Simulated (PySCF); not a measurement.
C₄H₈O₂S, SMILES O=S1(=O)CCCC1.

The structure is a stationary point at PBE0-D3(BJ)/def2-SVP. One conformer was computed; it need not be the lowest.

All values below come from PBE0-D3(BJ)/def2-SVP (PySCF).

Frequencies are harmonic and unscaled.

Computed vibrational spectrum:
```
mode  ν (cm⁻¹)  IR (km/mol)  moving atoms (share of kinetic energy)
----  --------  -----------  --------------------------------------
1           43          2.7                  C 36 %, O 31 %, H 31 %
2          234          0.2                  O 35 %, H 33 %, C 31 %
3          304          1.0                  H 37 %, O 34 %, C 28 %
4          347          2.3          H 34 %, O 30 %, C 25 %, S 12 %
5          377         10.6                  O 54 %, C 30 %, H 10 %
6          434         25.8          O 43 %, C 33 %, H 14 %, S 11 %
7          508          6.0                          C 47 %, H 44 %
8          561         23.2           O 38 %, S 30 %, C 23 %, H 9 %
9          669         11.5           C 56 %, H 22 %, S 13 %, O 9 %
10         726         66.3                  S 36 %, H 31 %, C 29 %
11         791          1.3                          H 67 %, C 32 %
12         895          1.5                          H 58 %, C 39 %
13         903          7.7                          C 51 %, H 44 %
14         915         12.6                          C 55 %, H 36 %
15         976          1.5                          H 76 %, C 23 %
16         990          0.7                          H 61 %, C 38 %
17        1060          2.0                          H 69 %, C 30 %
18        1069          2.4                                  H 91 %
19        1132         45.7           O 34 %, C 29 %, H 28 %, S 9 %
20        1177        112.2          H 37 %, O 26 %, C 24 %, S 13 %
21        1208         10.4                          H 56 %, C 41 %
22        1211          9.4                          H 60 %, C 35 %
23        1269          8.5                          H 80 %, C 17 %
24        1283         33.1                          H 64 %, C 28 %
25        1334          4.7                          H 63 %, C 34 %
26        1360          5.3                          H 69 %, C 29 %
27        1376        186.5                          O 48 %, S 43 %
28        1426          5.7                           H 91 %, C 9 %
29        1433         14.7                          H 90 %, C 10 %
30        1455          7.4                           H 91 %, C 8 %
31        1473          3.2                          H 90 %, C 10 %
32        3080         13.1                                  H 94 %
33        3083         13.4                                  H 94 %
34        3104          1.8                                  H 95 %
35        3115          0.9                                  H 95 %
36        3145          6.9                           H 91 %, C 9 %
37        3151          8.4                          H 90 %, C 10 %
38        3193          0.3                          H 90 %, C 10 %
39        3198          0.1                          H 90 %, C 10 %
```
